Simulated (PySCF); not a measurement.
Species: C₆H₆O₂.
Numbering: `[CH:1]#[C:2]/[CH:3]=[CH:4]\[O:5][CH2:6][CH:7]=[O:8]` (hydrogens: H9 on C1; H10 on C3; H11 on C4; H12, H13 on C6; H14 on C7)

The same species was optimised twice, with GFN2-xTB and with PBE0-D3(BJ)/def2-SVP (PySCF), and the same property calculations (PySCF, gas phase) were run on both structures.

| coordinate | GFN2-xTB | PBE0-D3(BJ)/def2-SVP | change |
| --- | --- | --- | --- |
| C4–O5 (Å) | 1.361 | 1.338 | -0.023 |
| C1≡C2 (Å) | 1.201 | 1.215 | +0.014 |
| C3=C4 (Å) | 1.335 | 1.346 | +0.011 |
| C2–C3 (Å) | 1.408 | 1.417 | +0.009 |
| O5–C6 (Å) | 1.404 | 1.400 | -0.004 |
| C6–C7 (Å) | 1.509 | 1.511 | +0.002 |
| C7=O8 (Å) | 1.196 | 1.198 | +0.002 |
| C6–C7–O8 (°) | 124.5 | 122.9 | -1.6 |
| C4–O5–C6 (°) | 116.3 | 117.6 | +1.3 |
| O5–C6–C7 (°) | 109.3 | 108.3 | -1.0 |
| C2–C3–C4 (°) | 123.8 | 124.3 | +0.5 |
| C3–C4–O5 (°) | 122.4 | 122.3 | -0.1 |
| C1–C2–C3 (°) | 178.8 | 178.9 | +0.1 |
| C3–C4–O5–C6 (°) | -176 | 180 | -4 |
| C4–O5–C6–C7 (°) | -171 | -178 | -7 |
| O5–C6–C7–O8 (°) | 180 | 179 | -1 |

Rotational constants: A = 5649, B = 849.0, C = 742.5 MHz (GFN2-xTB) against A = 5436, B = 858.5, C = 744.9 MHz (PBE0-D3(BJ)/def2-SVP).

On the GFN2-xTB structure: isotropic polarisability (au) 82.2 [CAM-B3LYP/def2-SVPD]; HOMO (eV) -7.97 [CAM-B3LYP/def2-SVPD]; LUMO (eV) -0.24 [CAM-B3LYP/def2-SVPD]; dipole (D) 2.14 [CAM-B3LYP/def2-SVPD].

**Question.** What do these properties become on the PBE0-D3(BJ)/def2-SVP structure?

**Answer.** 
```json
{"property": "isotropic polarisability (au)", "level": "CAM-B3LYP/def2-SVPD", "on GFN2-xTB": "82.2", "on PBE0-D3(BJ)/def2-SVP": "83.6", "change": "+1.4"}
{"property": "HOMO (eV)", "level": "CAM-B3LYP/def2-SVPD", "on GFN2-xTB": "-7.97", "on PBE0-D3(BJ)/def2-SVP": "-7.88", "change": "+0.09"}
{"property": "LUMO (eV)", "level": "CAM-B3LYP/def2-SVPD", "on GFN2-xTB": "-0.24", "on PBE0-D3(BJ)/def2-SVP": "-0.29", "change": "-0.05"}
{"property": "dipole (D)", "level": "CAM-B3LYP/def2-SVPD", "on GFN2-xTB": "2.14", "on PBE0-D3(BJ)/def2-SVP": "2.01", "change": "-0.13"}
{"property": "energy, GFN2-xTB geometry as zero (kcal/mol)", "level": "CAM-B3LYP/def2-SVPD", "on GFN2-xTB": "0.0", "on PBE0-D3(BJ)/def2-SVP": "-0.9", "change": "-0.9"}
```

The heavy atoms differ by 0.053 Å rms after alignment. Among bonds between heavy atoms C4–O5 changes most (-0.023 Å). Changes are differences of the printed values. Neither structure is proved a minimum here.

Shape of the structure used: `[CH:1]#[C:2]/[CH:3]=[CH:4]\[O:5][CH2:6][CH:7]=[O:8]`: C3–C4–O5–C6 180°, C4–O5–C6–C7 -178°, O5–C6–C7–O8 179°.
